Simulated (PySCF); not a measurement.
Isomers of C7H9F. Computed, not measured: PySCF 2.14.0, density-fitted response routines, TDDFT CAM-B3LYP/def2-SVPD, vertical, gas phase, core orbitals frozen in the response. Geometries: GFN2-xTB; one conformer of each isolated species. Triplets are in the Tamm–Dancoff approximation. 'Strongest' means the level of largest summed f among the lowest 8 singlets; it needn't be the same kind of state in each.

Task: Rank by computed lowest singlet excitation energy, highest first.
A. `[C@@H]1(C=C)C(C[C@H]1F)=C`
B. `[C@H]1(C=CC(C)=CC1)F`
C. `F[C@@H](/C=C\C=C)C=C`
D. `C1[C@H]([C@@H](C1)CF)C#C`

Result: A (6.70 eV), D (6.55 eV), C (5.65 eV), B (4.82 eV).

| SMILES | S1 (eV) | T1 (eV) | gap (eV) | first f ≥ 0.01 (nm) | LUMO (eV) | strongest (eV) | S1 mainly |
| --- | --- | --- | --- | --- | --- | --- | --- |
| C=C[C@@H]1C(=C)C[C@H]1F | 6.70 | 4.31 | 9.59 | 185 | 0.89 | 7.53 | H→L (88%) |
| C#C[C@@H]1CC[C@H]1CF | 6.55 | 5.45 | 10.42 | 164 | 1.28 | 8.19 | H-1→L+1 (27%) |
| C=C/C=C\[C@H](F)C=C | 5.65 | 3.16 | 8.05 | 220 | -0.09 | 5.65 | H→L (97%) |
| CC1=CC[C@H](F)C=C1 | 4.82 | 2.94 | 7.81 | 257 | 0.12 | 4.82 | H→L (98%) |

H and L stand for HOMO and LUMO.
